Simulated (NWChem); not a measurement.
# SnNH₂Cl, singlet; SMILES [NH2][Sn][Cl]

```xyz
5

Sn    -0.3526    -0.4742     0.0000
Cl     0.1032     1.9135     0.0000
N      1.6388    -0.9532     0.0000
H      2.0241    -1.9029     0.0000
H      2.3785    -0.2421     0.0000
```
Atoms are numbered in this order, from 1.

All runs: NWChem. Medium grid unless said otherwise, to which SCAN and Minnesota functionals are sensitive. Low-valent species are run as closed-shell singlets; no triplet was tried in these runs. Geometry: optimised at PBE-D3(BJ)/def2-SVP. def2 effective core potentials on Sn; no spin-orbit coupling. Hybrids' shares of exact exchange are those that their runs print; pure functionals count as 0. The functionals differ in more than this share.

| row | share of exact exchange | highest occupied level (eV) |
|---|---|---|
| PBE/def2-SVP | 0.00 | -5.99 |
| N12/def2-SVP | 0.00 | -5.78 |
| B3LYP/def2-SVP | 0.20 | -7.01 |
| r2SCAN0/def2-SVP | 0.25 | -7.55 |
| M06/def2-SVP | 0.27 | -7.23 |
| MN15/def2-SVP | 0.44 | withheld |

Problem. Fit a straight line of the last column on the one before it, predict the withheld value, and compare with the run.

Solution. 
1. Means of the 5 shown rows: x = 0.144, y = -6.712. Slope Σ(x − x̄)(y − ȳ)/Σ(x − x̄)² = -0.4090/0.07172 = -5.702; intercept -5.891.
2. The shown rows scatter about the line by 0.153 (root mean square); the largest residual is -0.23, at r2SCAN0/def2-SVP.
3. At x = 0.44 (MN15/def2-SVP; beyond the shown range) the line gives -8.40.
4. The run gives -8.00, +0.40 from the line, 2.6 times the scatter.
